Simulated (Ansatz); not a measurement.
Total energies of In5O12H9 from Ansatz at PBE0-D4/def2-TZVP, gas phase (1 Eh = 27.2114 eV = 2625.5 kJ/mol). The reference geometry is relaxed at PBE-D4/def2-SVP.

```xyz
26

In    1.3300   -0.0818   -1.0491
In   -1.1754    1.6355    0.5587
In   -1.8990   -1.6142   -1.0982
In    1.5938   -0.1535    2.1967
In    0.3923    2.9508   -2.5873
O    -2.2979    0.6386    1.9253
O    -0.8592    3.4380   -0.4198
O     0.3110   -1.9864   -1.1271
O    -0.4074    0.7621   -2.1526
O    -1.8077   -2.4951   -2.9322
O    -3.0004   -1.7651    0.5587
O     2.5717   -1.1055    0.4630
O    -1.6119    0.5638   -1.3216
O     2.9152    0.2908    3.6581
O     2.2567    1.2854   -2.3287
O     0.8456    1.0949    0.6721
O    -0.2330   -0.9518    2.7140
H    -1.5997    0.0634    2.3724
H    -1.6969    3.8893   -0.6475
H     0.2397   -2.3189   -2.0552
H    -2.0176   -1.8087   -3.5965
H    -2.8553   -0.9135    1.0614
H     2.3000   -2.0448    0.3813
H     3.7777    0.4985    3.2469
H     3.1643    1.5387   -2.0680
H    -0.2367   -1.4105    3.5751
```

```
                 state   geometry  energy (Eh)
      charge 0 singlet  reference  -1858.57808
      charge 1 doublet  reference  -1858.26830
     charge -1 doublet  reference  -1858.63083
free In atom (doublet)          –   -190.11398
 free O atom (triplet)          –    -75.01860
 free H atom (doublet)          –     -0.50104
```

In the def2 sets In takes a core potential; there is no spin–orbit coupling. Single mean-field runs in def2-TZVP are fitted with def2-universal-jkfit. The structure holds one bond between oxygen atoms, so isomers without such links may lie far lower.

**Question.** Work out the vertical ionisation energy to the doublet.

**Answer.** E(charge 1 doublet) − E(charge 0 singlet) = -1858.26830 − (-1858.57808) = 0.30978 Eh = 8.43 eV. For comparison, −ε of the highest occupied level is 6.85 eV at this level, 1.58 eV less.

**Question.** Work out the vertical electron affinity, to the doublet.

**Answer.** E(charge 0 singlet) − E(charge -1 doublet) = -1858.57808 − (-1858.63083) = 0.05275 Eh = 1.44 eV. The basis lacks diffuse functions, which makes affinities too small.

**Question.** Give the fundamental gap IE − EA, the Mulliken electronegativity (IE + EA)/2 and the hardness (IE − EA)/2.

**Answer.** From the values in Eh: IE − EA = 0.30978 − 0.05275 = 0.25703 Eh = 6.99 eV; (IE + EA)/2 = 4.93 eV; (IE − EA)/2 = 3.50 eV. The HOMO–LUMO gap of the same run is 4.24 eV, 2.75 eV smaller than the fundamental gap.

**Question.** What is the binding energy per atom against free atoms?

**Answer.** Atoms: 5 × (-190.11398) + 12 × (-75.01860) + 9 × (-0.50104) = -1855.30246 Eh. Binding: -1855.30246 − (-1858.57808) = 3.27562 Eh = 89.13 eV, or 3.43 eV for each of 26 atoms (no zero-point energy, no counterpoise term).
